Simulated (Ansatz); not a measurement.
Cost and result for the atomization energy of GeH10Si3, SMILES `[SiH3][GeH]([SiH3])[SiH3]` (14 atoms, 13 bonds).

```xyz
14

Si   -1.873    0.726   -1.017
Ge   -0.257    0.089    0.608
Si    1.690    1.436    0.389
Si    0.307   -2.206    0.334
H    -3.099   -0.105   -0.893
H    -2.243    2.157   -0.854
H    -1.300    0.533   -2.376
H    -0.854    0.294    2.016
H     2.268    1.242   -0.967
H     1.355    2.874    0.563
H     2.710    1.053    1.402
H     1.322   -2.619    1.339
H     0.872   -2.411   -1.027
H    -0.898   -3.064    0.485
```

Total charge 0; spin multiplicity 1. Correlated methods include outer-core shells of Ge, which these sets cover unevenly. Scalar relativity is left out up to krypton. The structure was optimised at the PBE0-D4/def2-TZVP level. Program: Ansatz. All runs use 4 threads of an Arm Neoverse V1 on a shared host. Times are those of one run each, without the atoms' runs, and a repeat can differ threefold. Electronic energies, without spin–orbit coupling; frozen cores. CCSD(T)/CBS adds CCSD(T) − MP2 in def2-TZVPP to the MP2 limit, and its time is that of the two runs behind it. T1 = 0.012. With those shells the extrapolation isn't a true limit. HSE06 is the plane-wave form, built on full-range PBE exchange.

CCSD(T)/CBS is a level of theory with its own doubt, some kJ/mol a heavy atom from the limit and from the frozen cores, so smaller differences don't rank the functionals.

```json
{"level": "BLYP-D4/def2-TZVPP", "functions": "314", "wall time": "4.1 s"}
{"level": "PBE-D4/def2-TZVPP (with forces)", "functions": "314", "wall time": "4.9 s"}
{"level": "HSE06-D4/def2-TZVPP", "functions": "314", "wall time": "8.5 s"}
{"level": "r2SCAN-D4/def2-TZVPP (with forces)", "functions": "314", "wall time": "9.5 s"}
{"level": "CAM-B3LYP-D4/def2-TZVPP", "functions": "314", "wall time": "9.5 s"}
{"level": "r2SCANh-D4/def2-TZVPP", "functions": "314", "wall time": "12 s"}
{"level": "B2PLYP/def2-TZVPP", "functions": "314", "wall time": "12 s"}
{"level": "PBE-QIDH/def2-TZVPP", "functions": "314", "wall time": "13 s"}
{"level": "CCSD(T)/def2-SVP", "functions": "136", "wall time": "15 s"}
{"level": "ωB97M-V/def2-TZVPP (with forces)", "functions": "314", "wall time": "28 s"}
{"level": "MP2/def2-QZVPP", "functions": "599", "wall time": "57 s"}
{"level": "CCSD(T)/def2-TZVPP", "functions": "314", "wall time": "21 min"}
{"level": "CCSD(T)/CBS(def2)", "functions": "–", "wall time": "21 min"}
```

(1) What atomization energy does each give, and how far from CCSD(T)/CBS? (An estimate is asked.)

## Answers

(1) The calculation gave: 
| level | atomization (kcal/mol) | difference from CCSD(T)/CBS | per bond |
| --- | --- | --- | --- |
| BLYP-D4/def2-TZVPP | 927.6 | -20.8 | -1.6 |
| PBE-D4/def2-TZVPP (with forces) | 927.5 | -20.9 | -1.6 |
| HSE06-D4/def2-TZVPP | 930.5 | -17.9 | -1.4 |
| r2SCAN-D4/def2-TZVPP (with forces) | 944.6 | -3.8 | -0.3 |
| CAM-B3LYP-D4/def2-TZVPP | 944.9 | -3.5 | -0.3 |
| r2SCANh-D4/def2-TZVPP | 943.0 | -5.4 | -0.4 |
| B2PLYP/def2-TZVPP | 927.8 | -20.6 | -1.6 |
| PBE-QIDH/def2-TZVPP | 931.6 | -16.8 | -1.3 |
| CCSD(T)/def2-SVP | 883.2 | -65.2 | -5.0 |
| ωB97M-V/def2-TZVPP (with forces) | 941.3 | -7.1 | -0.5 |
| MP2/def2-QZVPP | 923.5 | -24.9 | -1.9 |
| CCSD(T)/def2-TZVPP | 927.2 | -21.2 | -1.6 |
| CCSD(T)/CBS(def2) | 948.4 | 0.0 | 0.0 |

From BLYP to BHLYP (50 % exact exchange), in def2-TZVPP and without D4, the atomization energy moves by +16.7 kcal/mol. Leaving LDA and LC-ωPBE aside and taking each functional with its dispersion term where it has one, the values, not all of them listed here, spread over 37.9 kcal/mol, from revPBE-D4 to ωB97X-V. LDA lies +114.8 kcal/mol from PBE without D4, its usual overbinding. At CCSD(T), def2-SVP lies −65.2 kcal/mol from the extrapolated value and def2-TZVPP −21.2 kcal/mol: correlation converges slowly with the basis, and small sets miss more of it in the bonded molecule than in its fragments.

For some Ge, Se and Sn compounds the MP2-based and the directly extrapolated limit differ by 10 to 25 kJ/mol.
